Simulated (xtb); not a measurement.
C4H10BN, SMILES C[C@H]1CCB1N. All values are semi-empirical tight-binding results from xtb (GFN2-xTB unless named), good for trends rather than for accurate numbers. Geometry optimised at GFN2-xTB. The structure was generated by enumeration; whether it is a known compound was not checked. One conformer was computed; it need not be the lowest.

Optimised geometry:

```xyz
16

C     -1.4815    -1.3889     0.0181
C     -0.1157    -0.7955     0.3488
C      0.9444    -0.8859    -0.7792
C      1.3681     0.5950    -0.6414
B      0.1216     0.7828     0.3244
N     -0.5658     1.8689     0.8185
H     -1.4077    -2.4612    -0.1619
H     -2.1781    -1.2285     0.8395
H     -1.8936    -0.9211    -0.8742
H      0.2591    -1.2840     1.2529
H      0.4841    -1.0893    -1.7449
H      1.7382    -1.6136    -0.6128
H      2.3485     0.6945    -0.1767
H      1.4043     1.1424    -1.5829
H     -0.2958     2.8244     0.6518
H     -1.3979     1.7913     1.3795
```
Charge 0, spin multiplicity 1.

```json
{
  "orbital_gap": "5.31 eV",
  "dipole_moment": "2.16 D",
  "zero_point_energy": "87.4 kcal/mol",
  "G − E(el) at 298.15 K (modified RRHO)": "68.1 kcal/mol",
  "static polarisability (D4 model)": "66.2 bohr³",
  "solvation energy, GFN2-xTB/ALPB(water)": "-3.6 kcal/mol",
  "solvation energy, GFN2-xTB/ALPB(ether)": "-6.4 kcal/mol"
}
```

Computed IR lines (harmonic; lines under 4 % of the strongest left out, lines within 3 cm⁻¹ merged):
ν (cm⁻¹): 602 (vs), 740 (w), 885 (w), 996 (w), 1077 (s), 1161 (w), 1452 (s), 1548 (vs), 2934 (m), 2972 (w), 2986 (m), 2998 (s), 3003 (m), 3014 (m), 3023 (m) (against the strongest line: vs over 80 %, s over 45 %, m over 15 %, w over 4 %, vw less)

Computed atomic charges and the Wiberg bond orders between heavy atoms:
charges (e) C1 -0.10, C2 -0.11, C3 -0.06, C4 -0.15, B5 0.26, N6 -0.32, H7 0.03, H8 0.02, H9 0.02, H10 0.02, H11 0.02, H12 0.01, H13 0.02, H14 0.02, H15 0.16, H16 0.16. Bond orders C1–C2 1.01, C2–C3 0.99, C3–C4 1.00, C2–B5 0.97, C4–B5 0.98, B5–N6 1.41.
